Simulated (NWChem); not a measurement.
All runs are NWChem calculations. System: GaO, charge 0, spin multiplicity 2, at a geometry optimised with UB3LYP/def2-SVP. The structure started from a generated list of species. Its SCF solution wasn't tested for a lower state. Level: ROCCSD(T)/def2-TZVP, 10 core orbitals frozen.

Part of the output:

```
             Northwest Computational Chemistry Package (NWChem) 7.3.0
             --------------------------------------------------------

                                NWChem Input Module
                                -------------------

 Scaling coordinates for geometry "geometry" by  1.889725989
 (inverse scale =  0.529177249)

 Turning off AUTOSYM since
 SYMMETRY directive was detected!

                             Geometry "geometry" -> ""
                             -------------------------

 Output coordinates in angstroms (scale by  1.889725989 to convert to a.u.)

  No.       Tag          Charge          X              Y              Z
 ---- ---------------- ---------- -------------- -------------- --------------
    1 Ga                  31.0000     0.00000000     0.00000000     0.35267100
    2 O                    8.0000     0.00000000     0.00000000    -1.36660000

 Effective nuclear repulsion energy (a.u.)      76.3323279180

            Nuclear Dipole moment (a.u.)
            ----------------------------
        X                 Y               Z
 ---------------- ---------------- ----------------
     0.0000000000     0.0000000000     0.0000018897

      Symmetry information
      --------------------

 Group name             C2v
 Group number             16
 Group order               4
 No. of unique centers     2

      Symmetry unique atoms

     1    2


 Summary of "ao basis" -> "" (spherical)
 ------------------------------------------------------------------------------
       Tag                 Description            Shells   Functions and Types
 ---------------- ------------------------------  ------  ---------------------
 *                         def2-tzvp                  on all atoms

 Summary of "ao basis" -> "ao basis" (spherical)
 ------------------------------------------------------------------------------
       Tag                 Description            Shells   Functions and Types
 ---------------- ------------------------------  ------  ---------------------
 Ga                        def2-tzvp                16       48   6s5p4d1f
 O                         def2-tzvp                11       31   5s3p2d1f

                                 NWChem SCF Module
                                 -----------------

  ao basis        = "ao basis"
  functions       =    79
  atoms           =     2
  closed shells   =    19
  open shells     =     1
  charge          =   0.00
[...]
       Number of AO shells :    27
        Use of symmetry is : on
      Symmetry adaption is : on
         Schwarz screening : 0.10D-09

          Correlation Information
          -----------------------
          Calculation type : Coupled-cluster singles & doubles w/ perturbation
   Perturbative correction : (T)
            Max iterations :      100
        Residual threshold : 0.10D-05
     T(0) DIIS level shift : 0.00D+00
     L(0) DIIS level shift : 0.00D+00
     T(1) DIIS level shift : 0.00D+00
     L(1) DIIS level shift : 0.00D+00
     T(R) DIIS level shift : 0.00D+00
     T(I) DIIS level shift : 0.00D+00
   CC-T/L Amplitude update :  5-th order DIIS
                I/O scheme : Global Array Library
        L-threshold :  0.10D-05
        EOM-threshold :  0.10D-05
 no EOMCCSD initial starts read in
 TCE RESTART OPTIONS
 SLICE:      F
 D4D5:       F
 quantumc:   F
 qrotation:  F
 pwtce:      F
 qducc:      F
 nacto:                         0
 nrotv:                         0
 nrot:                          0

            Memory Information
            ------------------
          Available GA space size is     249024318 doubles
          Available MA space size is     104848508 doubles

 Maximum block size supplied by input
 Maximum block size        24 doubles

 tile_dim =     24

 -------------------------------------------------

 Global array virtual files algorithm will be used

 Parallel file system coherency ......... OK

 4-electron integrals stored in orbital form

 v2    file size   =          1600773
 4-index algorithm nr.  13 is used
 imaxsize =       30
 imaxsize ichop =        0


CCSD iterations
 ---------------------------------------------------------
 Iter          Residuum       Correlation     Cpu    Wall
 ---------------------------------------------------------
    1   0.2331390971939  -0.4177630638064     1.4     1.4
    2   0.1174730505163  -0.4126298778071     1.4     1.4
    3   0.1912417598568  -0.4169833189439     1.4     1.4
    4   0.2394330190983  -0.4274631054093     1.4     1.4
    5   0.3608501561595  -0.4152933109675     1.4     1.4
    6   0.0120857574563  -0.4256814606886     1.4     1.4
    7   0.0159996147879  -0.4262248544392     1.3     1.3
    8   0.0068765562938  -0.4269044276873     1.4     1.4
    9   0.0177660222422  -0.4269747653652     1.3     1.3
   10   0.0155419739887  -0.4279387013816     1.4     1.4
   11   0.0010354569348  -0.4284849391293     1.4     1.4
   12   0.0006413807009  -0.4285558071250     1.4     1.4
   13   0.0006365911608  -0.4285593633323     1.4     1.4
   14   0.0007032519794  -0.4285938615736     1.4     1.4
   15   0.0008289196834  -0.4285755637259     1.4     1.4
   16   0.0000897251329  -0.4286020298379     1.4     1.4
   17   0.0000710214838  -0.4286059299648     1.4     1.4
   18   0.0000403755756  -0.4286069336359     1.4     1.4
   19   0.0000516773335  -0.4286089685858     1.4     1.4
   20   0.0000294943907  -0.4286105824501     1.3     1.3
   21   0.0000109889950  -0.4286130273626     1.4     1.4
   22   0.0000079983554  -0.4286135800223     1.4     1.4
   23   0.0000053358732  -0.4286141176710     1.4     1.4
   24   0.0000088216482  -0.4286140925437     1.4     1.4
   25   0.0000084997206  -0.4286146063873     1.4     1.4
   26   0.0000011684491  -0.4286147477751     1.0     1.0
   27   0.0000015712493  -0.4286147744296     1.3     1.3
   28   0.0000009901023  -0.4286148139868     1.4     1.4
 -----------------------------------------------------------------
 Iterations converged
 CCSD correlation energy / hartree =        -0.428614813986788
 CCSD total energy / hartree       =     -1998.519269332893828

 Singles contributions
    20a1  (beta ) ---    19a1  (beta )        0.3528110221

 Doubles contributions
 CCSD(T)
 Using plain CCSD(T) code
             total no. of tasks         1850
 total no. of tasks / no. procs         1850
                         wl_min            4           1.3
                         wl_max       884736           9.8
        thresh for no. of tasks         1850

 CCSD[T]  correction energy / hartree =        -0.027497885649277
 CCSD[T] correlation energy / hartree =        -0.456112699636065
 CCSD[T] total energy / hartree       =     -1998.546767218543209
 CCSD(T)  correction energy / hartree =        -0.021436522497429
 CCSD(T) correlation energy / hartree =        -0.450051336484217
 CCSD(T) total energy / hartree       =     -1998.540705855391252

 Task  times  cpu:       69.8s     wall:       69.8s

 Total times  cpu:       69.9s     wall:       69.9s
```

Problem. Write an NWChem input that would produce this output.

Solution. This is not unique; one that fits is 
```
start mol
memory heap 100 mb stack 700 mb global 1900 mb
geometry units angstroms nocenter noautoz
  Ga     0.000000     0.000000     0.352671
  O      0.000000     0.000000    -1.366600
  symmetry group C2v
end
basis spherical
  * library def2-tzvp
end
scf
  rohf
  nopen 1
  maxiter 100
  thresh 1e-7
  semidirect memsize 60000000 filesize 0
  # guess.movecs holds the orbitals of an unrestricted PBE0 run
  vectors input guess.movecs output mol.movecs
end
tce
  freeze core 10
  ccsd(t)
  2eorb
  2emet 13
  thresh 1e-6
  maxiter 100
  tilesize 24
end
task tce energy
```
